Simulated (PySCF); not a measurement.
F3HOZr, multiplicity 1. Atoms are numbered in the order given.

```xyz
6

Zr     0.0000     0.0000    -0.0079
F      1.5587    -0.8999    -0.6577
F      0.0000     1.7999    -0.6577
F     -1.5587    -0.8999    -0.6577
O      0.0000     0.0000     1.9017
H      0.0000     0.0000     2.8612
```
Charge 0, spin multiplicity 1.

The structure is a stationary point at B3LYP-D3(BJ)/def2-SVP. The spin state was assumed, not searched. The def2 effective core potentials stand for the cores of Zr; spin–orbit coupling is left out. The values are those of a single conformer.

These are PBE/def2-TZVP (PySCF) values and carry that method's errors.

The molecule is in vacuum.

Computed frontier levels, gap, dipole moment and polarisability:
```
Item                                                                                                             Value
---------------------------------------------------------------------------------------------  -----------------------
highest occupied level                                                                                        -8.49 eV
lowest empty level                                                                                            -1.67 eV
orbital gap                                                                                                    6.82 eV
dipole moment                                                                                                   2.66 D
quadrupole, principal values (traceless, Buckingham form, about the centre of nuclear charge)  -5.64, -5.64, 11.29 D·Å
mean static polarisability                                                                        39.2 bohr³ (5.82 Å³)
polarisability, principal values                                                                37.1, 37.1, 43.6 bohr³
```
